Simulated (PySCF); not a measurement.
**S⁺: ionisation energy**

S⁺ [Ne] 3s2 3p3 (4S) → S²⁺ [Ne] 3s2 3p2 (3P), as a difference of total energies. Computed with PySCF 2.14 in dyall-av3z (19s12p3d2f, 84 functions), with the spin-free X2C one-electron Hamiltonian (Gaussian nucleus). Correlated levels: valence: [Ne] frozen; virtual orbitals above 40 to 60 times the deepest correlated orbital energy dropped. The calculations carry no spin-orbit coupling.

```
           method  ionisation energy (eV)
              UHF                  22.718
              LDA                  23.396
              PBE                  23.307
             PBE0                  23.374
           r2SCAN                  23.526
            B97-3                  23.190
          wB97X-V                  23.141
            B3LYP                  23.239
          r2SCAN0                  23.510
    MP2 (valence)                  23.338
SCS-MP2 (valence)                  23.150
```

Q: How much does correlation contribute at MP2 (valence)?

A: 23.338 − (22.718) = 0.620 eV, measured against UHF.

A first-order spin-orbit estimate (lowest level to lowest level, LS coupling) adds -0.062 eV.

Errors of the correlated levels include the incompleteness of this basis and the frozen core.

For comparison: 23.338 eV (measured; NIST Atomic Spectra Database, ionization energies).
